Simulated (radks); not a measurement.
Effect of the nuclear size on neutral gallium, [Ar] 3d10 4s2 4p1. All-electron calculation, Dirac Kohn-Sham, BLYP, spin-unpolarised, spherical densities, finite nucleus; open shells are shared between the two j in proportion to 2j + 1; Fermi nuclear charge, rms radius 3.9973 fm. Program: a radial shooting solver on a logarithmic mesh with Libxc functionals. The rms radius is varied about that value; shifts are against it.

| rms radius (fm) | total energy shift (eV) | density at nucleus (e/bohr^3) | 1s1/2 shift (meV) | 2s1/2 shift (meV) | 3s1/2 shift (meV) |
|---|---|---|---|---|---|
| 3.3098 | -0.0889 | 2.858e+04 | -37.8 | -3.64 | -0.536 |
| 3.6455 | -0.0475 | 2.842e+04 | -20.2 | -1.95 | -0.286 |
| 3.9973 | 0 | 2.826e+04 | 0.000 | 0.000 | 0.000 |
| 4.2052 | 0.0300 | 2.817e+04 | 12.7 | 1.23 | 0.181 |
| 4.449 | 0.0670 | 2.808e+04 | 28.4 | 2.74 | 0.404 |

Slopes of the eigenvalues against <r^2> in GHz/fm^2, as finite differences over the two radii next to the reference (eigenvalue slopes, not the field-shift constants of lines): 1s1/2 1810, 2s1/2 175, 3s1/2 25.7.
